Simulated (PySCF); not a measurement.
# NMR problem set

Theoretical values (PySCF): geometry: GFN2-xTB, PBE0/pcSseg-1 with gauge-including orbitals. Averaged over atoms made equivalent by symmetry, fast rotation or ring inversion, gas phase, one computed conformer, no relativistic terms.

Referencing at the same level of theory: TMS for $^{1}$H (σ = 31.72 ppm), $^{13}$C (σ = 186.93 ppm). Splittings of carbon signals by F and P are missing where no couplings were computed. Where no couplings were computed, multiplicities follow the n + 1 count of equivalent neighbours, and m marks all less simple cases (inequivalent or close neighbours, rings, F or P nearby). Shifts are as computed. Against solution values, carbons near 30 ppm lie about +3 ppm off and those near 130 ppm about +5 ppm. Of 1211 compounds with measured shifts, 218 miss one by over three times the rms of a fit or turn the order of signals round; such compounds aren't used in these exercises. OH and NH positions are gas-phase values without hydrogen bonding to other molecules.

Question: C4H5FNP. $^{1}$H NMR (300 MHz, computed): δ 8.11 (br s, 1H), 6.17 (m, 1H), 2.64 (m, 3H). $^{13}$C{$^{1}$H} NMR (computed): δ 164.2 (C), 155.9 (C), 105.8 (CH), 19.7 (CH3). Give a structure.

Answer: SMILES Cc1[nH]c(F)cp1. 4 carbon signals for 4 carbons: no two carbons are equivalent. Carbon types of the structure: 2 × C, 1 × CH, 1 × CH3, leaving 1 H on heteroatoms. δC 164.2: substituted aromatic carbon next to a ring nitrogen. δC 155.9: aromatic carbon bearing fluorine; an ipso carbon deshielded by its heteroatom. δC 105.8: aromatic CH. δH 6.17: hydrogen on an aromatic CH; it sits in the deshielding region of the aromatic ring current.

This is the structure that produced the data.

Question: C8H16Si. $^{1}$H NMR (600 MHz, computed): δ 6.98 (s, 1H), 5.44 (br s, 1H), 5.28 (br s, 1H), 4.45 (s, 3H), 2.49 (sept, 1H), 2.17 (s, 3H), 1.11 (d, 6H). $^{13}$C{$^{1}$H} NMR (computed): δ 152.6, 150.2, 145.8, 127.9, 42.7, 25.0, 23.5. What is it?

Answer: SMILES C=C(C)/C=C(\[SiH3])C(C)C. Rings plus π bonds: 2 (no ring in the answer). 7 carbon signals for 8 carbons: some carbons are equivalent by symmetry or fast rotation. Carbon types of the structure: 2 × C, 2 × CH, 1 × CH2, 3 × CH3, leaving 3 H on heteroatoms. δC 152.6, 145.8: fully substituted alkene carbon; an sp2 carbon of a C=C bond. δC 150.2: alkene CH; an sp2 carbon of a C=C bond. δC 127.9: terminal =CH2 carbon; the olefinic region. δH 2.17: hydrogen on an allylic methyl carbon; allylic position.

The data come from this structure; uniqueness wasn't tested.

Question: C5H6F2OSi. $^{1}$H NMR (400 MHz, computed): δ 3.99 (m, 1H), 3.97 (m, 1H), 2.17 (m, 1H), 2.14 (m, 1H), 2.04 (m, 1H), 1.21 (m, 1H). $^{13}$C{$^{1}$H} NMR (computed): δ 234.2 (C), 93.6 (C), 89.1 (C), 26.0 (CH2), 16.5 (CH2). Identify the compound.

Answer: SMILES O=C1[SiH2]C[C@@]2(F)C[C@@]12F. The formula gives 3 degrees of unsaturation (2 rings in the answer). 5 carbon signals for 5 carbons: no two carbons are equivalent. Carbon types of the structure: 3 × C, 2 × CH2, leaving 2 H on heteroatoms. δC 234.2: carbonyl carbon. δC 93.6, 89.1, 26.0: three-membered-ring carbon. δC 16.5: sp3 CH2 bonded to Si. δH 2.14, 1.21: hydrogen on a three-membered-ring carbon.

The shifts were computed for this structure.
